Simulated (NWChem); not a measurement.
C3H3F3; SMILES CC(F)=C(F)F

Program: NWChem. Pople sets run with spherical d functions. Coordinates come from a PBE0/def2-SVP optimisation. Level B3LYP/6-31G*: energy and gradient on several grids; changes count from the extra-fine grid, which is no exact limit either.

Q: Which is the coarsest grid (fine; coarse; medium; xcoarse; xfine) from which on the energy stays within 50 μHa and each gradient component within 100 μHa/bohr of xfine?

A: medium.
| grid | size of the energy change (μHa) | largest change of a gradient component (μHa/bohr) | time, medium = 1 (rough) |
|---|---|---|---|
| xcoarse | 10000 | 4000 | about 1 |
| coarse | 50 | 200 | about 1 |
| medium | < 10 | < 30 | about 1 |
| fine | < 10 | < 30 | 2 |
| xfine | < 10 | < 30 | 4 |
